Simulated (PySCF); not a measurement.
# Reading the logs of faulty runs: Al2GeH5O cation

These are calculations, not measurements. They come from PySCF 2.14.0, an open-source quantum chemistry program, on an isolated molecule that a program drew, which may never have been made. The molecule is Al2GeH5O cation (charge +1, singlet), drawn as the SMILES string `[OH][Al+][GeH2][AlH2]`.

Each row is a Hartree-Fock (HF) and frozen-core CCSD(T) single point in the cc-pV(D+d)Z basis, meant for a local HF minimum. Run 1 is clean. Each other run has one planted mistake out of seven kinds, and not every kind appears here: one electron removed, one electron added, multiplicity raised by two, geometry at a saddle point, minimal basis STO-3G, one bond length entered in bohr, all coordinates scaled. The reference is restricted for singlets and unrestricted otherwise, and also for a bond in bohr. Adding or removing an electron swaps singlet and doublet. Electrons count all cores. HOMO and LUMO are orbital energies over both spins, the gradient is its largest component, and the lowest frequency (negative if imaginary) is given only where the gradient is small. Bond lengths are over the 8 bonds as drawn. T1 is the CCSD diagnostic: over 0.02 (restricted) or 0.045 (unrestricted) a single reference is doubtful. Germanium has the cc-pVDZ-PP basis, with a core potential (ECP10MDF) in place of its 10 inner electrons, and its 3s, 3p and 3d shells are frozen in CCSD(T).

Geometry of the clean run:
```xyz
9
Al2GeH5O cation, angstrom
O    -3.1660    1.6752    1.9934
Al   -1.8531    0.9115    1.4575
Ge    0.2230   -0.2917    0.5812
Al    0.4521   -0.0468   -1.9542
H    -3.9258    2.1124    2.3354
H     1.2458    0.3938    1.4910
H    -0.0905   -1.6709    1.1673
H     1.7100   -0.7369   -2.5671
H    -0.6930    0.7712   -2.6385
```

| run | electrons | basis functions | <S^2> | HOMO (eV) | LUMO (eV) | gradient (hartree/bohr) | lowest frequency (cm^-1) | mean bond (Å) | longest bond (Å) | T1 | HF (hartree) | CCSD(T) (hartree) | mistake |
|---|---|---|---|---|---|---|---|---|---|---|---|---|---|
| 1 | 70 | 108 | 0.000 | -14.46 | -3.37 | 2.4e-05 | 57 | 1.7313 | 2.557 | 0.0161 | -854.81451 | -855.25983 | no fault |
| 2 | 71 | 108 | 0.788 | -4.72 | 0.60 | 3.9e-02 | - | 1.7313 | 2.557 | 0.0432 | -854.96238 | -855.42566 | one electron added |
| 3 | 69 | 108 | 0.770 | -20.39 | -12.54 | 7.4e-02 | - | 1.7313 | 2.557 | 0.0209 | -854.31912 | -854.74422 | one electron removed |
| 4 | 70 | 108 | 1.037 | -12.60 | -4.39 | 1.8e-02 | - | 1.9104 | 3.044 | 0.0165 | -854.68852 | -855.09371 | one bond length entered in bohr |
| 5 | 70 | 108 | 0.000 | -14.78 | -3.30 | 1.1e-01 | - | 1.5807 | 2.335 | 0.0140 | -854.74315 | -855.18092 | ? |

**Which mistake was planted in run 5, and what did it cost?**

The mean and the longest bond both change by the same factor, 0.913, and the gradient is no longer small. So the mistake is: all coordinates scaled. Subtracting run 1 and multiplying by 627.51 kcal/mol a hartree, the energy moved by 44.8 kcal/mol in HF and 49.5 kcal/mol in CCSD(T).

